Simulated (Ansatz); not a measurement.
Consider the silylene formation by 1,1-elimination: `O[Si](O)(Br)Br` → `Br[Si]Br` + `OO`.

Isolated molecules relaxed with PBE0-D4/def2-TZVP in Ansatz; ΔE leaves out vibrations. CCSD(T)/CBS adds triple-zeta CCSD(T) − MP2 to the extrapolated MP2 energy (def2 sets, frozen cores). This one scheme is used for every species. DFT in def2-TZVPP. For Br outer-core shells are correlated without core-valence functions, which leaves a few kJ/mol of doubt a bond. Scalar relativity is left out up to krypton. Each species was taken in one conformer, which may not be the lowest.

`O[Si](O)(Br)Br`:

Cartesian coordinates in Å:
```
O 0.445 0.410 1.295
Si -0.230 -0.056 -0.105
O 0.593 -1.316 -0.694
Br -2.300 -0.733 0.155
Br -0.216 1.659 -1.506
H 0.169 1.246 1.675
H 1.539 -1.210 -0.820
```

`Br[Si]Br`:

```xyz
3

Br    0.296   -0.955    1.508
Si    0.356    0.856    0.177
Br   -0.652    0.099   -1.685
```

`OO`:

```xyz
4

O     0.391    0.464    0.455
O    -0.677   -0.340   -0.039
H     0.524    1.070   -0.284
H    -0.239   -1.194   -0.132
```

```csv
level,ΔE (kJ/mol),difference from CCSD(T)/CBS
BHLYP-D4,711.9,11.5
CAM-B3LYP-D4,693.4,-7.0
r2SCAN0,714.9,14.5
CAM-B3LYP,683.7,-16.7
CCSD/def2-SVP,643.7,-56.7
CCSD/def2-TZVPP,695.3,-5.1
HF/def2-QZVPP,721.8,21.4
MP2/def2-QZVPP,736.8,36.4
SCS-MP2/def2-QZVPP,716.7,16.3
CCSD/CBS(def2),707.4,7.0
CCSD(T)/CBS,700.4,0
```

Largest T1 diagnostic among the species: 0.011.

At CCSD(T), def2-SVP lies −64.1 kJ/mol from the extrapolated value and def2-TZVPP −12.2 kJ/mol. The D4 term adds +17.6 kJ/mol with B3LYP and +9.3 kJ/mol with PBE0; it sums over pairs of atoms, weighted by their polarisabilities, and B3LYP, whose exchange is more repulsive, gets the larger term.

B3LYP here is the variant with VWN-RPA as its local correlation; programs differ in this.
